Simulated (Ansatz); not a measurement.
Steps of a relaxation of `[BH2][SnH2][C]#C` with RKS PBE-D4/def2-SVP.

```sh
$ ansatz run in.yaml --threads 2 --pin off --events-out ev --progress --plain --max-ram 4352MiB
```

```yaml
crystal:
  periodic: [false, false, false]
  atoms:
    - {symbol: B, position_ang: [-1.075700, 1.320300, -0.960500]}
    - {symbol: Sn, position_ang: [0.072900, -0.492000, -0.786800]}
    - {symbol: C, position_ang: [0.708100, -0.683300, 1.175000]}
    - {symbol: C, position_ang: [1.197200, -0.786100, 2.322700]}
    - {symbol: H, position_ang: [-1.592500, 1.654700, -2.031900]}
    - {symbol: H, position_ang: [-1.293000, 2.071400, -0.030400]}
    - {symbol: H, position_ang: [1.482700, -0.400000, -1.856600]}
    - {symbol: H, position_ang: [-0.873700, -1.853200, -1.216000]}
    - {symbol: H, position_ang: [1.462600, -0.878100, 3.367400]}
basis:
  gaussian: {orbitals: def2-SVP}
hamiltonian: {xc: pbe, dispersion: d4}
relax: {f_tol: 0.03, max_steps: 200}
```

Positions (Å) and forces (eV/Å) along the path, 5 of 5 steps:

```xyz
9
step=1 energy=-8652.7573 eV
B    -1.076    1.320   -0.961   -1.038    1.286   -0.538
Sn    0.073   -0.492   -0.787    0.756   -0.445   -0.679
C     0.708   -0.683    1.175    1.246   -0.407    2.247
C     1.197   -0.786    2.323   -1.118    0.159   -1.732
H    -1.593    1.655   -2.032    0.226   -0.169    0.287
H    -1.293    2.071   -0.030    0.094   -0.057    0.069
H     1.483   -0.400   -1.857   -0.334   -0.137    0.339
H    -0.874   -1.853   -1.216   -0.016   -0.242   -0.022
H     1.463   -0.878    3.367    0.184    0.013    0.030
9
step=2 energy=-8652.8786 eV
B    -1.183    1.429   -1.023    0.078    0.090   -0.096
Sn    0.068   -0.448   -0.780   -0.266   -0.214    0.094
C     0.762   -0.733    1.197    0.114    0.084   -0.004
C     1.235   -0.846    2.328   -0.345    0.029    0.073
H    -1.658    1.745   -2.104    0.074   -0.156    0.120
H    -1.364    2.179   -0.083   -0.003   -0.081    0.024
H     1.485   -0.512   -1.734    0.215    0.121   -0.196
H    -0.770   -1.921   -1.189   -0.038    0.155    0.050
H     1.514   -0.939    3.371    0.170   -0.028   -0.064
9
step=3 energy=-8652.9010 eV
B    -1.145    1.416   -1.011   -0.123    0.008   -0.031
Sn    0.073   -0.467   -0.789    0.001   -0.043    0.050
C     0.750   -0.721    1.198    0.137    0.006   -0.107
C     1.218   -0.831    2.330   -0.286    0.011    0.128
H    -1.634    1.698   -2.091    0.061   -0.010    0.053
H    -1.350    2.145   -0.061    0.037   -0.011   -0.026
H     1.493   -0.460   -1.776    0.014    0.000   -0.022
H    -0.821   -1.900   -1.186    0.015    0.051    0.009
H     1.505   -0.926    3.370    0.145   -0.011   -0.055
9
step=4 energy=-8652.9134 eV
B    -1.152    1.410   -1.011    0.010   -0.006    0.003
Sn    0.081   -0.464   -0.787   -0.005    0.015   -0.016
C     0.776   -0.714    1.189    0.009   -0.004    0.027
C     1.173   -0.829    2.347    0.022   -0.008    0.078
H    -1.625    1.695   -2.093   -0.002   -0.002   -0.013
H    -1.353    2.140   -0.063   -0.004    0.011    0.014
H     1.488   -0.458   -1.794    0.003    0.002   -0.011
H    -0.822   -1.888   -1.174   -0.005   -0.016    0.000
H     1.524   -0.937    3.368   -0.027    0.008   -0.083
9
step=5 energy=-8652.9136 eV
B    -1.152    1.411   -1.010   -0.001    0.001    0.001
Sn    0.081   -0.464   -0.787   -0.001    0.002    0.002
C     0.778   -0.713    1.190    0.002   -0.001    0.004
C     1.172   -0.830    2.349    0.003   -0.001    0.008
H    -1.623    1.695   -2.093    0.001   -0.001   -0.001
H    -1.353    2.142   -0.063    0.000    0.001    0.000
H     1.484   -0.456   -1.800    0.001    0.000   -0.001
H    -0.819   -1.892   -1.170    0.000   -0.001    0.000
H     1.521   -0.938    3.368   -0.005    0.001   -0.014
```

Hardware: 2 threads of an Arm Neoverse V2 on a shared host. Wall time 7 s, peak host memory 0.13 GiB.
